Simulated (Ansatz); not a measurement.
One change: `C=[C](C)[InH2]` becomes `C=CC(=C)C`.

Ansatz, PBE0-D4/def2-TZVP geometries, multiplicity 1. Each molecule was computed in one conformer, which needn't be the lowest.

Elements past krypton have def2 core potentials.

```tsv
property	`C=[C](C)[InH2]`
size of the dipole moment (PBE/def2-TZVPP) / D	0.82
size of the dipole moment (B3LYP/def2-TZVPP) / D	0.75
ideal-gas entropy at 298 K and 1 bar (rigid rotor, harmonic PBE0-D4/def2-TZVP) / J/(mol·K)	344
size of the dipole moment (ωB97M-V/def2-TZVPP) / D	0.64
LUMO energy (PBE0/def2-TZVPP) / eV	-1.71
HOMO energy (B3LYP/def2-TZVPP) / eV	-7.16
```

(1) Give the same properties after the change, and the shifts. (Estimate.)

Answers

(1) The calculation gave: 
| property | `C=CC(=C)C` | shift |
| --- | --- | --- |
| size of the dipole moment (PBE/def2-TZVPP) / D | 0.29 | -0.53 |
| size of the dipole moment (B3LYP/def2-TZVPP) / D | 0.28 | -0.47 |
| ideal-gas entropy at 298 K and 1 bar (rigid rotor, harmonic PBE0-D4/def2-TZVP) / J/(mol·K) | 310 | -34 |
| size of the dipole moment (ωB97M-V/def2-TZVPP) / D | 0.27 | -0.37 |
| LUMO energy (PBE0/def2-TZVPP) / eV | -0.77 | 0.94 |
| HOMO energy (B3LYP/def2-TZVPP) / eV | -6.51 | 0.65 |

With PBE0 the HOMO rises by 0.62 eV and the LUMO rises by 0.94 eV, so the gap widens by about 0.32 eV. PBE moves the HOMO by 0.45 eV and ωB97M-V by 0.67 eV. The zero-point energy changes by 85.9 kJ/mol with +6 modes. Dipoles are sizes alone; their direction can turn.

Positive LUMOs are unbound, so they and the gaps depend on the basis.

B3LYP here is the variant with VWN-RPA as its local correlation; programs differ in this.
